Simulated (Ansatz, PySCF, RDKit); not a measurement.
Complex: HF (SMILES F) (first 2 atoms) with C2H6 (SMILES CC); geometry from B3LYP-D3(BJ)/def2-TZVP, rigid monomers moved along the line of their centres of mass till H2···C4 is 2.65 Å.
(charge 0, multiplicity 1):
```xyz
10

F     -0.057     0.513    -0.039
H     -0.425     0.500     0.813
C      0.822    -0.348     3.765
C     -0.581     0.156     3.437
H      1.441    -0.411     2.869
H      0.787    -1.341     4.215
H      1.323     0.319     4.468
H     -0.553     1.160     3.003
H     -1.208     0.223     4.327
H     -1.096    -0.521     2.747
```

Interaction energies are E(AB) − E(A) − E(B) at the monomers' geometry in the complex; basis-set methods are counterpoise corrected. RDKit's UFF carries no charges.

Rows in 6-31G* carry no dispersion term and start afresh at each structure (6-31G* with six Cartesian d functions).

Codes used: Ansatz (Gaussian basis) for Hartree–Fock, density functionals and correlated methods; PySCF for 6-31G* rows, the dispersion terms; RDKit for the force fields. Values without a source in brackets are computed.

### Question
One of these levels gives -78.5 meV for the interaction energy. Which?
A. HF/6-31G*
B. B3LYP/6-31G*
C. UFF
D. PBE-D4/def2-TZVPPD

### Answer
D, PBE-D4/def2-TZVPPD. The others give 34.7 (UFF), -15.0 (HF/6-31G*), -37.6 (B3LYP/6-31G*)

Ansatz is an electronic-structure program.
